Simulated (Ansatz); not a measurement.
`C#CC` and `C#[C][InH2]` differ in one atom or group.

Ansatz, PBE0-D4/def2-TZVP geometries, multiplicity 1. 

Elements past krypton have def2 core potentials.

| property | `C#CC` |
| --- | --- |
| LUMO energy (PBE/def2-TZVPP) / eV | 0.26 |
| HOMO energy (ωB97M-V/def2-TZVPP) / eV | -10.01 |
| size of the dipole moment (PBE/def2-TZVPP) / D | 0.87 |
| size of the dipole moment (B3LYP/def2-TZVPP) / D | 0.83 |
| HOMO energy (PBE0/def2-TZVPP) / eV | -7.72 |
| LUMO energy (ωB97M-V/def2-TZVPP) / eV | 2.86 |

**Question.** Give the same properties after the change, and the shifts. (Estimate.)

**Answer.** The calculation gave: 
| property | `C#[C][InH2]` | shift |
| --- | --- | --- |
| LUMO energy (PBE/def2-TZVPP) / eV | -2.75 | -3.01 |
| HOMO energy (ωB97M-V/def2-TZVPP) / eV | -9.97 | 0.04 |
| size of the dipole moment (PBE/def2-TZVPP) / D | 0.24 | -0.63 |
| size of the dipole moment (B3LYP/def2-TZVPP) / D | 0.29 | -0.54 |
| HOMO energy (PBE0/def2-TZVPP) / eV | -7.76 | -0.04 |
| LUMO energy (ωB97M-V/def2-TZVPP) / eV | -0.46 | -3.32 |

The zero-point energy changes by -68.3 kJ/mol with -3 modes. Dipoles are sizes alone; their direction can turn.

B3LYP here is the variant with VWN-RPA as its local correlation; programs differ in this.
